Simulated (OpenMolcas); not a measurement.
Ag2+ (d9) on a cation site of an ionic host was computed by CASSCF with the d shell active (OpenMolcas, ANO-RCC-VTZP on the metal). Its lowest spin-free states, and all those of the highest spin:

| 2S+1 | Degeneracy | E (cm-1) |
| --- | --- | --- |
| 2 | 2 | 0.0 |
| 2 | 3 | 12960 |

Task: Is the site octahedral, tetrahedral or cube-like, axial, or of lower symmetry?

Result: The states with 2S+1 = 2 have orbital degeneracies 2, 3. Threefold states need a cubic site. For d9 at this spin an octahedron puts the twofold E below the threefold T2 and a tetrahedron or cube puts the threefold T2 below the twofold E, so the site is octahedral. The first gap at this spin, 13000 cm-1, is |10Dq| in ligand-field theory. The run had Ag2+ with its 6 nearest oxide ions at 2.35 Å, on the Ca site of CaO (a = 4.8105 Å, distance in the model lattice 2.405 Å). The rest of the host is ab initio model potentials to 7.6 Å, with orthogonalisation functions on the cations behind the ligands, and point charges beyond; the distance is set by hand and nothing relaxes. Ligand basis ANO-RCC-VDZP.

An orbital doublet at a regular site is open to a Jahn-Teller distortion, which this geometry leaves out. The least metal-like active orbital is 80 % on the metal (Löwdin) and no ligand orbital is active, so the numbers are rough. With metal d orbitals alone the field can be off either way by tens of per cent. Ligand-to-metal charge-transfer states are missing. No measured value stands beside these numbers; the geometry was set by hand and not optimised.
